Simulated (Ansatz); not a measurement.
Consider the cleavage of the Al–Al bond: `C[BH][AlH][AlH2]` + `O[SiH2]S` → `[AlH2][O][SiH2]S` + `C[BH][AlH2]`.

Program: Ansatz. Geometries: PBE0-D4/def2-TZVP. ΔE: electronic, gas phase. CCSD(T)/CBS is the MP2 limit (def2-TZVPP, def2-QZVPP) plus CCSD(T) − MP2 in def2-TZVPP, frozen cores. Functionals use def2-TZVPP. Each species was taken in one conformer, which may not be the lowest.

`C[BH][AlH][AlH2]`:

Z-matrix (Å, degrees):
```
C
B 1 1.560
H 1 1.104 2 104.4
H 1 1.091 2 117.4 3 118.1
H 1 1.095 2 112.9 3 -113.0
Al 2 2.123 1 127.3 3 -102.0
H 2 1.208 1 115.3 3 73.0
Al 6 2.592 2 123.5 1 85.6
H 6 1.603 2 118.8 1 -95.6
H 8 1.597 6 122.5 2 88.4
H 8 1.598 6 122.0 2 -90.2
```

`O[SiH2]S`:

```xyz
7

O    -1.420    0.243   -0.427
Si    0.179   -0.123   -0.494
S     1.087   -0.318    1.426
H    -1.973   -0.310    0.128
H     0.437   -1.444   -1.120
H     0.780    0.981   -1.272
H     0.911    0.972    1.760
```

`[AlH2][O][SiH2]S`:

```xyz
9

Al   -1.799    0.768    0.567
O    -0.151    0.775    0.187
Si    1.249    0.130   -0.308
S     0.998   -1.748   -1.298
H    -2.558    2.149    0.498
H    -2.463   -0.597    0.999
H     2.138   -0.046    0.866
H     1.882    0.992   -1.335
H     0.704   -2.424   -0.175
```

`C[BH][AlH2]`:

```xyz
9

C     0.711    0.397    1.205
B    -0.323   -0.402    0.356
Al   -0.599   -0.304   -1.752
H     1.565    0.828    0.679
H     1.052   -0.123    2.104
H     0.112    1.249    1.577
H    -1.083   -1.094    0.989
H    -1.539    0.796   -2.426
H     0.105   -1.348   -2.733
```

```
        level  ΔE (kJ/mol)
   r2SCAN0-D4       -153.3
CCSD/def2-SVP       -166.2
```

Problem. What does CCSD(T)/CBS give? (Best estimate.)

Solution. The calculation gave: -156.1 kJ/mol. The listed levels differ from it by 2.8, -10.1 kJ/mol.

Largest T1 diagnostic among the species: 0.013.

The D4 term adds −4.2 kJ/mol with B3LYP and −2.3 kJ/mol with PBE0; it sums over pairs of atoms, weighted by their polarisabilities, and B3LYP, whose exchange is more repulsive, gets the larger term. Leaving LDA and LC-ωPBE aside and taking each functional with its dispersion term where it has one, the values, not all of them listed here, spread over 40.5 kJ/mol, from BHLYP-D4 to PBE-D4. LDA lies −3.8 kJ/mol from PBE without D4. From BLYP to BHLYP (50 % exact exchange), in def2-TZVPP and without D4, ΔE moves by −15.6 kJ/mol.

B3LYP here is the variant with VWN-RPA as its local correlation; programs differ in this.
